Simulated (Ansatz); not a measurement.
Geometry optimisation, RKS r2SCAN-D4/def2-SVP in Ansatz 0.2.0.

input.yaml

```yaml
crystal:
  periodic: [false, false, false]
  atoms:
    - { symbol: Hf, position_ang: [0.0, 0.0, 0.0] }
    - { symbol: O, position_ang: [0.0, 0.0, 2.42] }
    - { symbol: H, position_ang: [-0.9095, -0.2814, 2.7571] }
    - { symbol: F, position_ang: [1.8671, 0.0, -0.6593] }
    - { symbol: F, position_ang: [-0.9326, 1.6157, -0.6593] }
    - { symbol: F, position_ang: [-0.9326, -1.6157, -0.6593] }
    - { symbol: Cl, position_ang: [1.4718, -2.235, 0.8892] }
    - { symbol: H, position_ang: [0.7582, -1.1514, 2.1491] }
basis:
  gaussian: { orbitals: def2-SVP }
hamiltonian:
  xc: r2scan
  dispersion: d4
relax:
  f_tol: 0.15
  max_steps: 25
  restrain:
    - { distance: [0, 6], at: 3.72, k: 30.0 }
    - { distance: [7, 1], at: 2.21, k: 30.0 }
    - { distance: [0, 1], at: 2.07, k: 30.0 }
    - { distance: [7, 6], at: 1.37, k: 30.0 }
output:
  orbitals: {}
```

Run as:

```bash
$ ansatz run input.yaml --threads 4 --pin off --max-ram 5120MiB --backend cpu --events-out ev --progress --plain --runs-dir out
```

Q: Where does it end, and by what steps?

A: It converged. The restraints hold the end off the free minimum; the threshold counts their pulls, which the force column leaves out. Restrained pairs: Hf1–Cl7 (2.82 → 3.71 Å), O2–H8 (1.40 → 2.20 Å), Hf1–O2 (2.42 → 2.02 Å), Cl7–H8 (1.81 → 1.33 Å). After 14 steps the energy has fallen by 1.751 eV (the restraints' own energy left out); Cl7 moved furthest, 0.82 Å.

| step | energy less start (eV) | largest force component (eV/Å) | accepted |
| --- | --- | --- | --- |
| 0 | 0.0000 | 2.487 | yes |
| 1 | 0.0228 | 4.524 | yes |
| 2 | -0.3879 | 5.492 | yes |
| 3 | -1.1826 | 3.722 | yes |
| 4 | -1.6174 | 1.521 | yes |
| 5 | -1.6535 | 1.373 | yes |
| 6 | -1.5663 | 4.961 | no |
| 7 | -1.7156 | 1.387 | yes |
| 8 | -1.7338 | 1.488 | yes |
| 9 | -1.7439 | 1.525 | yes |
| 10 | -1.6893 | 1.568 | no |
| 11 | -1.7478 | 1.883 | no |
| 12 | -1.7477 | 1.507 | yes |
| 13 | -1.7459 | 1.492 | yes |
| 14 | -1.7507 | 1.484 | yes |

```xyz
8
Properties=species:S:1:pos:R:3
Hf -0.132 0.088 -0.048
O -0.215 -0.100 1.964
H -0.670 0.285 2.720
F 1.647 0.410 -0.664
F -1.154 1.623 -0.530
F -0.973 -1.381 -0.935
Cl 1.748 -2.725 1.482
H 1.072 -1.867 2.248
```

Time of the run: 50 s on 4 threads of Arm Neoverse V2, with other jobs on the host, peak memory 0.21 GiB.
